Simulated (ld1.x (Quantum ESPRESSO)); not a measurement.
## PBE TM semilocal dataset for Ti, non-relativistic all-electron reference.

The input file (ld1.x (Quantum ESPRESSO) 7.5):

```
&input
   title='Ti', zed=22., rel=0, dft='PBE', iswitch=3,
   config='[Ar] 3d2 4s1 4p0',
   nld=3, rlderiv=3.20, eminld=-5.0, emaxld=5.0, deld=0.02
 /
 &inputp
   pseudotype=1, tm=.true., lloc=2,
   nlcc=.true., rcore=1.00,
   file_pseudopw='Ti.pp', file_wfcaegen='ae.wfc', file_wfcncgen='nc.wfc'
 /
3
4S  1  0   1.00   0.00  2.95  2.95  0.0
3P  2  1   6.00   0.00  1.35  1.35  0.0
3D  3  2   2.00   0.00  1.20  1.20  0.0
 &test
   configts(1)='3p6 3d2 4s1 4p0'
 /
```

Command:

```bash
ld1.x < Ti.in > Ti.out
```

The program printed (shortened: banner, matrices, multipoles, cross overlaps and the repeated all-electron block are left out):

```
Program LD1 v.7.5
     --------------------------- All-electron run ----------------------------

     Ti

     atomic number is 22.00
     dft =PBE   lsd =0 sic =0 latt =0  beta=0.20 tr2=1.0E-14
     Exchange-correlation= PBE
                           (   1   4   3   4   0   0   0)
     mesh =1177 r(mesh) = 100.37945 a.u. xmin = -7.00 dx = 0.01250
     1 Ry =  13.60569312 eV

     n l     nl                  e(Ry)          e(Ha)          e(eV)
     1 0     1S 1( 2.00)      -356.0244      -178.0122     -4843.9584
     2 0     2S 1( 2.00)       -39.5520       -19.7760      -538.1322
     2 1     2P 1( 6.00)       -33.1238       -16.5619      -450.6721
     3 0     3S 1( 2.00)        -5.0766        -2.5383       -69.0705
     3 1     3P 1( 6.00)        -3.3850        -1.6925       -46.0547
     3 2     3D 1( 2.00)        -0.8460        -0.4230       -11.5101
     4 0     4S 1( 1.00)        -0.7549        -0.3775       -10.2715
     4 1     4P 1( 0.00)        -0.4853        -0.2427        -6.6031

     final scf error:  7.4E-15 reached in  32 iterations

     Etot =   -1697.629785 Ry,    -848.814893 Ha,  -23097.429895 eV

     Ekin =    1696.107517 Ry,     848.053758 Ha,   23076.718379 eV
     Encl =   -4010.059376 Ry,   -2005.029688 Ha,  -54559.637270 eV
     Eh   =     699.337245 Ry,     349.668622 Ha,    9514.967940 eV
     Exc  =     -83.015171 Ry,     -41.507586 Ha,   -1129.478944 eV

     normalization and overlap integrals

     s(1S/1S) =  1.000000  <r> =   0.0702  <r2> =    0.0066  r(max) =   0.0460
     s(2S/2S) =  1.000000  <r> =   0.3276  <r2> =    0.1268  r(max) =   0.2716
     s(2P/2P) =  1.000000  <r> =   0.2909  <r2> =    0.1043  r(max) =   0.2196
     s(3S/3S) =  1.000000  <r> =   1.0144  <r2> =    1.1869  r(max) =   0.8794
     s(3P/3P) =  1.000000  <r> =   1.0880  <r2> =    1.3944  r(max) =   0.9016
     s(3D/3D) =  1.000000  <r> =   1.5084  <r2> =    2.9858  r(max) =   0.9719
     s(4S/4S) =  1.000000  <r> =   3.2102  <r2> =   11.7245  r(max) =   2.7772
     s(4P/4P) =  1.000000  <r> =   3.9534  <r2> =   17.8620  r(max) =   3.3500

     ------------------------ End of All-electron run ------------------------

     --------------------- Generating NC pseudopotential ---------------------

      Generating local pot.: lloc=2, matching radius rcloc =   1.2000

      Computing core charge for nlcc:

       r > 1.01 : true rho core
       r < 1.01 : rho core = a sin(br)/r    a=   3.23  b=   2.34

      Integrated core pseudo-charge :   2.33

      Wfc   4S  rcut= 2.956  Using Troullier-Martins method

      Wfc   3P  rcut= 1.362  Using Troullier-Martins method

     ------------------- End of pseudopotential generation -------------------

     Computing logarithmic derivative in   3.20665
     Computing logarithmic derivative in   3.20665
     Computing the partial wave expansion
     R is outside the sphere for l=    0 j= 0.00
     R is outside the sphere for l=    1 j= 0.00
       no projector for channel:   2

     ---------------------- Testing the pseudopotential ----------------------

     Ti

     atomic number is 22.00   valence charge is 10.00
     dft =PBE   lsd =0 sic =0 latt =0  beta=0.20 tr2=1.0E-14
     mesh =1177 r(mesh) = 100.37945 xmin = -7.00 dx = 0.01250

     n l     nl             e AE (Ry)        e PS (Ry)    De AE-PS (Ry)
     2 1     3P   1( 6.00)       -3.38496       -3.38496        0.00000
     3 2     3D   1( 2.00)       -0.84597       -0.84597       -0.00000
     1 0     4S   1( 1.00)       -0.75494       -0.75494        0.00000
     3 1     4P   1( 0.00)       -0.48532       -0.48690        0.00158

     eps = 5.6E-15  iter = 14

     Etot =   -1697.629785 Ry,    -848.814893 Ha,  -23097.429895 eV
     Etotps =   -77.961525 Ry,     -38.980762 Ha,   -1060.720583 eV

     Ekin =      44.075290 Ry,      22.037645 Ha,     599.674874 eV
     Encl =    -179.015670 Ry,     -89.507835 Ha,   -2435.632267 eV
     Ehrt =      54.968008 Ry,      27.484004 Ha,     747.877846 eV
     Ecxc =     -14.431141 Ry,      -7.215571 Ha,    -196.345682 eV
     (Ecc =      -2.369862 Ry,      -1.184931 Ha,     -32.243620 eV)
     Epseu=      16.441988 Ry,       8.220994 Ha,     223.704647 eV

     ---------------------- End of pseudopotential test ----------------------
```

Generation and configuration tests took about 1.1 s on one core of a shared server CPU.

Transferability test of the new file with ld1.x, input:

```
&input
   title='Ti', zed=22., rel=0, dft='PBE', iswitch=2,
   config='[Ar] 3d2 4s1 4p0'
 /
 &test
   file_pseudo='Ti.pp', nconf=8,
   configts(1)='3p6 3d2 4s1 4p0',
   configts(2)='3p6 3d2 4s2 4p0',
   configts(3)='3p6 3d2 4s0 4p0',
   configts(4)='3p6 3d1 4s0 4p0',
   configts(5)='3p6 3d2 4s0 4p2',
   configts(6)='3p6 3d1 4s2 4p1',
   configts(7)='3p6 3d2 4s0 4p1',
   configts(8)='3p6 3d3 4s1 4p0'
 /
```

```bash
ld1.x < Ti.test.in > Ti.test.out
```

Pseudopotential blocks of its output, shortened (energy terms left out):

```
     ---------------------- Testing the pseudopotential ----------------------

     n l     nl             e AE (Ry)        e PS (Ry)    De AE-PS (Ry)
     2 1     3P   1( 6.00)       -3.38496       -3.38496        0.00000
     3 2     3D   1( 2.00)       -0.84597       -0.84597       -0.00000
     1 0     4S   1( 1.00)       -0.75494       -0.75494        0.00000
     3 1     4P   1( 0.00)       -0.48532       -0.48690        0.00158

     eps = 7.0E-16  iter = 14

     Etot =   -1697.629785 Ry,    -848.814893 Ha,  -23097.429895 eV
     Etotps =   -77.961526 Ry,     -38.980763 Ha,   -1060.720592 eV

     ---------------------- End of pseudopotential test ----------------------

          ---------------------- Testing the pseudopotential ----------------------

     n l     nl             e AE (Ry)        e PS (Ry)    De AE-PS (Ry)
     2 1     3P   1( 6.00)       -2.85061       -2.85671        0.00610  !
     3 2     3D   1( 2.00)       -0.32455       -0.32837        0.00382
     1 0     4S   1( 2.00)       -0.32509       -0.32488       -0.00021
     3 1     4P   1( 0.00)       -0.10883       -0.10990        0.00106

     eps = 2.1E-15  iter = 19

     Etot =   -1698.165326 Ry,    -849.082663 Ha,  -23104.716295 eV
     Etotps =   -78.496914 Ry,     -39.248457 Ha,   -1068.004919 eV
     dEtot_ae =      -0.535541 Ry
     dEtot_ps =      -0.535388 Ry,   Delta E=      -0.000152 Ry

     ---------------------- End of pseudopotential test ----------------------

          ---------------------- Testing the pseudopotential ----------------------

     n l     nl             e AE (Ry)        e PS (Ry)    De AE-PS (Ry)
     2 1     3P   1( 6.00)       -4.01602       -4.00791       -0.00810  !
     3 2     3D   1( 2.00)       -1.45565       -1.45036       -0.00530  !
     1 0     4S   1( 0.00)       -1.23293       -1.23465        0.00172
     3 1     4P   1( 0.00)       -0.91014       -0.91312        0.00299

     eps = 9.5E-15  iter =  9

     Etot =   -1696.639428 Ry,    -848.319714 Ha,  -23083.955394 eV
     Etotps =   -76.970564 Ry,     -38.485282 Ha,   -1047.237869 eV
     dEtot_ae =       0.990358 Ry
     dEtot_ps =       0.990962 Ry,   Delta E=      -0.000604 Ry

     ---------------------- End of pseudopotential test ----------------------

          ---------------------- Testing the pseudopotential ----------------------

     n l     nl             e AE (Ry)        e PS (Ry)    De AE-PS (Ry)
     2 1     3P   1( 6.00)       -5.20617       -5.20857        0.00240
     3 2     3D   1( 1.00)       -2.56362       -2.56396        0.00034
     1 0     4S   1( 0.00)       -1.93263       -1.93075       -0.00188
     3 1     4P   1( 0.00)       -1.53382       -1.54136        0.00754  !

     eps = 8.3E-16  iter = 15

     Etot =   -1694.647209 Ry,    -847.323605 Ha,  -23056.849879 eV
     Etotps =   -74.981434 Ry,     -37.490717 Ha,   -1020.174377 eV
     dEtot_ae =       2.982576 Ry
     dEtot_ps =       2.980092 Ry,   Delta E=       0.002484 Ry

     ---------------------- End of pseudopotential test ----------------------

          ---------------------- Testing the pseudopotential ----------------------

     n l     nl             e AE (Ry)        e PS (Ry)    De AE-PS (Ry)
     2 1     3P   1( 6.00)       -3.03566       -3.02549       -0.01017  !
     3 2     3D   1( 2.00)       -0.49391       -0.48679       -0.00712  !
     1 0     4S   1( 0.00)       -0.42482       -0.42445       -0.00037
     3 1     4P   1( 2.00)       -0.18952       -0.18979        0.00026

     eps = 6.7E-15  iter = 13

     Etot =   -1697.712672 Ry,    -848.856336 Ha,  -23098.557631 eV
     Etotps =   -78.046287 Ry,     -39.023144 Ha,   -1061.873837 eV
     dEtot_ae =      -0.082887 Ry
     dEtot_ps =      -0.084762 Ry,   Delta E=       0.001875 Ry

     ---------------------- End of pseudopotential test ----------------------

          ---------------------- Testing the pseudopotential ----------------------

     n l     nl             e AE (Ry)        e PS (Ry)    De AE-PS (Ry)
     2 1     3P   1( 6.00)       -3.30239       -3.32006        0.01767  !
     3 2     3D   1( 1.00)       -0.70265       -0.71415        0.01150  !
     1 0     4S   1( 2.00)       -0.45345       -0.44775       -0.00570  !
     3 1     4P   1( 1.00)       -0.18973       -0.19209        0.00236

     eps = 6.8E-15  iter = 12

     Etot =   -1697.808520 Ry,    -848.904260 Ha,  -23099.861704 eV
     Etotps =   -78.134216 Ry,     -39.067108 Ha,   -1063.070172 eV
     dEtot_ae =      -0.178735 Ry
     dEtot_ps =      -0.172691 Ry,   Delta E=      -0.006044 Ry

     ---------------------- End of pseudopotential test ----------------------

          ---------------------- Testing the pseudopotential ----------------------

     n l     nl             e AE (Ry)        e PS (Ry)    De AE-PS (Ry)
     2 1     3P   1( 6.00)       -3.47279       -3.46315       -0.00965  !
     3 2     3D   1( 2.00)       -0.92581       -0.91918       -0.00662  !
     1 0     4S   1( 0.00)       -0.80316       -0.80339        0.00024
     3 1     4P   1( 1.00)       -0.52939       -0.53048        0.00110

     eps = 2.5E-15  iter = 12

     Etot =   -1697.358007 Ry,    -848.679003 Ha,  -23093.732157 eV
     Etotps =   -77.690979 Ry,     -38.845490 Ha,   -1057.039621 eV
     dEtot_ae =       0.271779 Ry
     dEtot_ps =       0.270546 Ry,   Delta E=       0.001232 Ry

     ---------------------- End of pseudopotential test ----------------------

          ---------------------- Testing the pseudopotential ----------------------

     n l     nl             e AE (Ry)        e PS (Ry)    De AE-PS (Ry)
     2 1     3P   1( 6.00)       -2.61089       -2.60688       -0.00401
     3 2     3D   1( 3.00)       -0.14458       -0.14321       -0.00137
     1 0     4S   1( 1.00)       -0.26888       -0.27171        0.00283
     3 1     4P   1( 0.00)       -0.08152       -0.08201        0.00048

     eps = 6.2E-15  iter = 18

     Etot =   -1698.095605 Ry,    -849.047802 Ha,  -23103.767692 eV
     Etotps =   -78.426172 Ry,     -39.213086 Ha,   -1067.042431 eV
     dEtot_ae =      -0.465819 Ry
     dEtot_ps =      -0.464647 Ry,   Delta E=      -0.001173 Ry

     ---------------------- End of pseudopotential test ----------------------
```
